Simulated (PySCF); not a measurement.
B(CCH)(Cl)(OMe) (C3H4BClO), SMILES B(OC)(Cl)C#C. Atoms are numbered in the order given.

```xyz
10

B     -0.1325    -0.1690     0.0000
C     -0.4114    -1.6718     0.0000
C     -0.6083    -2.8717     0.0000
H     -0.7851    -3.9325     0.0000
Cl     1.5569     0.3821     0.0000
O     -1.1535     0.6932     0.0000
C     -1.0758     2.0977     0.0000
H     -1.5922     2.4802    -0.8927
H     -1.5922     2.4802     0.8927
H     -0.0344     2.4513     0.0000
```

The structure is a stationary point at PBE0-D3(BJ)/def2-SVP. The structure was generated by enumeration, and PubChem lists no compound with its InChIKey, so it may never have been made. Other conformers were not sampled.

These are HF/def2-TZVP (PySCF) values and carry that method's errors.

Symmetry labels are those of the subgroup Cs that the program uses (full group Cs).

Computed valence orbital energies around the gap with their symmetry:
| orbital | symmetry | energy (eV) |
|---|---|---|
| HOMO−7 | A' | -17.58 |
| HOMO−6 | A' | -15.36 |
| HOMO−5 | A" | -13.98 |
| HOMO−4 | A' | -13.56 |
| HOMO−3 | A' | -12.72 |
| HOMO−2 | A" | -12.63 |
| HOMO−1 | A" | -11.10 |
| HOMO | A' | -10.99 |
| LUMO | A" | 2.45 |
| LUMO+1 | A' | 3.32 |
| LUMO+2 | A' | 4.07 |
| LUMO+3 | A' | 4.37 |
